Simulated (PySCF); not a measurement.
Delta-SCF ions had no search for a lower state. Excitations are Tamm–Dancoff values on a coarser integration grid. The basis has no diffuse functions, so Rydberg states are missing or too high.

Cartesian coordinates (Å):
SMILES: [SH][In]([SH])[Cl]
```xyz
6

S     -2.3569    -0.0634    -0.4714
In    -0.0838     0.3766    -0.0043
S      1.6251    -1.2467     0.1960
Cl     0.5253     2.5971     0.2825
H     -2.1581    -1.3917    -0.5348
H      2.5547    -0.3099     0.4531
```
Charge 0, multiplicity 1.

Q: What vertical ionisation energy (Delta-SCF), S1 excitation (TDA) and S1–T1 gap (TDA) does PBE0-D4/def2-TZVP run with PySCF give?

A: 
The vertical ionisation energy (Delta-SCF) is 9.73 eV and the S1 excitation (TDA) is 4.43 eV. The S1–T1 gap (TDA) comes out as 0.35 eV.
